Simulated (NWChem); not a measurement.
# C2H2FI; SMILES FC(I)=C

All runs: NWChem. Structure relaxed at the PBE0/def2-SVP level. Not confirmed as a minimum by frequencies. def2 effective core potentials on I; no spin-orbit coupling.

Diagonal of the polarisability tensor at CAM-B3LYP/def2-SVPD, static: 58.79, 76.66, 45.62 bohr³.

Question: Find the mean polarisability volume, the molar refraction, and the refractive index that an ideal gas of it would have at 273.15 K and 1 atm.

Answer: 
1. Mean: one third of the trace = 60.35 bohr³ × 0.14818 Å³/bohr³ = 8.94 Å³.
2. Molar refraction (Lorentz-Lorenz): (4π/3) N_A α = 22.6 cm³/mol.
3. Number density p/kT = 2.687 × 10⁻⁵ Å⁻³; n − 1 = 2π N α = 15.10 × 10⁻⁴.
4. These hold the electronic response alone: vibrational and orientational terms add to the static dielectric constant.
